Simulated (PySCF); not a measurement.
## Calculated NMR parameters of N#CC1=N[SiH2]C(=O)C1

- Formula: C4H4N2OSi
- SMILES: N#CC1=N[SiH2]C(=O)C1
- Degrees of unsaturation: 5
- Carbon signals: 4
- Proton signals: 2

Numbering as in the mapped SMILES `[N:1]#[C:2][C:3]1=[N:4][SiH2:5][C:6](=[O:7])[CH2:8]1`. Hydrogens are named by the atom that carries them.

PySCF 2.14 calculation with GFN2-xTB structure and NMR shieldings at PBE0/pcSseg-1/GIAO; isolated molecule, non-relativistic Hamiltonian, a single conformation, fast rotation and ring inversion assumed for equivalent nuclei.

Referencing at the same level of theory: TMS for 1H (σ = 31.72 ppm) and 13C (σ = 186.93 ppm) and 29Si (σ = 349.16 ppm); 15N (σ = 267.73 ppm) vs NH3; 17O (σ = 336.08 ppm) vs H2O.

| carbon | δC, type | δH (multiplicity) | HMBC from (2–3 bonds) | span of the C tensor (ppm) |
| --- | --- | --- | --- | --- |
| C2 | 119.0, C | – | H(C8) | 340 |
| C3 | 171.2, C | – | H(Si5), H(C8) | 222 |
| C6 | 250.6, C | – | H(Si5), H(C8) | 236 |
| C8 | 59.3, CH2 | 3.14 (s) | H(Si5) | 50 |

Other nuclei:
| atoms | nucleus | environment | δ (ppm) | σ (ppm) |
| --- | --- | --- | --- | --- |
| H(Si5) | 1H | hydrogen on a silicon bonded to C, N, in a 5-membered ring | 4.90 | 26.81 |
| Si5 | 29Si | silicon bonded to C, N, 2 H, in a 5-membered ring | -52.5 | 401.6 |
| N4 | 15N | imine nitrogen | 447.8 | -180.1 |
| N1 | 15N | nitrile nitrogen | 320.4 | -52.6 |
| O7 | 17O | carbonyl oxygen | 897.1 | -561.0 |

Carbon types of the structure: 3 × C, 1 × CH2, leaving 2 H on heteroatoms. δC 250.6: carbonyl carbon. δC 171.2: C=N carbon. δC 119.0: nitrile carbon; this is the usual window of a C≡N carbon, which has no attached hydrogen. δC 59.3: sp3 CH2 α to a carbonyl; α to the electron-withdrawing carbonyl group. δH 3.14: hydrogen on an sp3 CH2 α to a carbonyl; α to C=O.

Shifts are as computed. Against solution values, carbons near 30 ppm lie about +3 ppm off and those near 130 ppm about +5 ppm. Of 1211 compounds with measured shifts, 218 miss one by over three times the rms of a fit or turn the order of signals round; such compounds aren't used in these exercises. Unscaled 17O shifts of doubly bonded oxygen tend to come out too high, by tens of ppm or more. Experimental scales use liquid or dissolved standards, which lie at an offset from isolated NH3 (liquid NH3: subtract about 20 ppm) and H2O (liquid H2O: subtract about 36 ppm). Unscaled 15N shifts of sp2 nitrogen come out 20 to 40 ppm too high even then. No couplings were computed; multiplicities are counted from neighbouring protons, with m where these are inequivalent, close in shift, in a saturated or five-membered ring or joined by F or P, and br s for small geminal =CH2 splittings.
